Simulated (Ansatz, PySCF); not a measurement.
The pair A = H2O (SMILES O) (first 3 atoms), B = Si2H6 (SMILES [SiH3][SiH3]); geometry from B3LYP-D3(BJ)/def2-TZVP.
(charge 0, multiplicity 1):
```xyz
11

O      0.7691     0.6881     0.7472
H      1.5741     0.1666     0.6564
H      0.1703     0.3582     0.0684
Si    -0.4144    -1.2032     2.9804
Si    -0.4026     1.0523     3.6339
H      0.9586    -1.6870     2.6895
H     -1.2425    -1.4074     1.7653
H     -0.9732    -2.0726     4.0481
H      0.9786     1.5846     3.6614
H     -0.9677     1.1809     5.0029
H     -1.2349     1.8687     2.7212
```

Correlated levels freeze the cores. CBS(a, b) extrapolates the correlation energy as X⁻³ and adds the Hartree–Fock energy of set b. MP2 and its Hartree–Fock in aug-cc-pV(T+d)Z are density fitted.

Codes used: Ansatz (Gaussian orbitals); PySCF for the dispersion terms. 

The monomers are drawn apart, rigid, along the line of their centres of mass. Counterpoise-corrected interaction energies (kcal/mol):

| level | R = 4.206 Å | R = 5.460 Å |
|---|---|---|
| PBE/def2-TZVPPD | -0.8039 | -0.2030 |
| PBE-D3(BJ)/def2-TZVPPD | -1.2068 | -0.3071 |
| wB97M-V/def2-TZVPPD | -1.1412 | -0.3113 |
| MP2/CBS(aug-cc-pV(D+d)Z, aug-cc-pV(T+d)Z) + ΔCCSD(T)/aug-cc-pV(D+d)Z | -1.1377 | -0.2971 |

Problem. R is the distance of the centres of mass. Find the local exponent m of E ∝ R⁻ᵐ between the two points.

Solution. 
m = ln(E₁/E₂)/ln(R₂/R₁): PBE/def2-TZVPPD 5.3; PBE-D3(BJ)/def2-TZVPPD 5.2; wB97M-V/def2-TZVPPD 5.0; MP2/CBS(aug-cc-pV(D+d)Z, aug-cc-pV(T+d)Z) + ΔCCSD(T)/aug-cc-pV(D+d)Z 5.1. For scale, two fixed dipoles give m = 3, dipole and quadrupole 4, quadrupoles 5, and dispersion or dipole-induced dipole 6 at long range; at these distances several terms mix, and what is left of overlap and damping shifts m, so it need not match one of them.

Ansatz is a quantum-chemistry and plane-wave program.
